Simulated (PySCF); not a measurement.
A species of formula C3H9NO2Si2 has this rotational fingerprint, computed with PBE0/pcSseg-1 in PySCF (dipole) on a GFN2-xTB geometry, gas phase:

* Rotational constants: A = 1923, B = 926.7, C = 668.2 MHz
* Dipole components: |μa| = 3.47 D, |μb| = 1.45 D, |μc| = 0.82 D
* Inertial defect: -51.87 u·Å²
* κ: -0.59

Problem. Which structure is it? (One computed conformer of each.)
A. `[NH2:1][C:2](=[O:3])[Si@H:4]1[CH2:5][CH2:6][SiH2:7][O:8]1` with H–N1–C2–O3 4° and 174°, N1–C2–Si4–C5 -96°, C2–Si4–C5–C6 143°, Si4–C5–C6–Si7 -31°, C5–C6–Si7–O8 21°, C6–Si7–O8–Si4 1°
B. `[CH2:1]=[N:2][SiH2:3][Si@@H:4]([CH:5]=[O:6])[O:7][CH3:8]` with C1–N2–Si3–Si4 -113°, N2–Si3–Si4–C5 -162°, Si3–Si4–C5–O6 -59°, Si3–Si4–O7–C8 54°

Solution. B. It is C=N[SiH2][Si@@H](C=O)OC, an asymmetric top, point group C1. The candidates at the same level (rigid rotor, commonest isotopes):

```csv
SMILES,A (MHz),B (MHz),C (MHz),μa (D),μb (D),μc (D),Δ (u·Å²),point group,rotor
C=N[SiH2][Si@@H](C=O)OC,1923,926.7,668.2,3.47,1.45,0.82,-51.87,C1,asymmetric top
NC(=O)[Si@H]1CC[SiH2]O1,2950,933.9,794.4,3.04,1.31,1.41,-76.32,C1,asymmetric top
```

`NC(=O)[Si@H]1CC[SiH2]O1` has A 53 % too high. No structure here is proved a minimum.
